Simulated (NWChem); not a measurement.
C₃H₃Cl; SMILES C=C=CCl

```xyz
7

C      0.3515     2.3318     0.0000
C     -0.1684     1.1327     0.0000
C     -0.7069    -0.0590     0.0000
Cl     0.2221    -1.5248     0.0000
H      0.5780     2.8538    -0.9366
H      0.5780     2.8538     0.9366
H     -1.7890    -0.2177     0.0000
```
Atoms are numbered in this order, from 1.

Coordinates come from a PBE0/def2-SVP optimisation.

Symmetry labels are those of Cs in the frame above (b1 and b2, or b-type labels, depend on it).

Task: List the 4 lowest vertical singlet excitations from CAM-B3LYP/def2-SVPD, TDA (NWChem).

Result: 
```
state  energy (eV)  oscillator strength  symmetry  leading excitation (squared amplitude)
-----  -----------  -------------------  --------  --------------------------------------
S1            4.97                0.000        a"                      HOMO → LUMO (0.96)
S2            6.40                0.000        a"                  HOMO−1 → LUMO+1 (0.98)
S3            6.91                0.001        a"                    HOMO → LUMO+2 (0.79)
S4            7.10                0.041        a'                    HOMO → LUMO+1 (0.55)
```
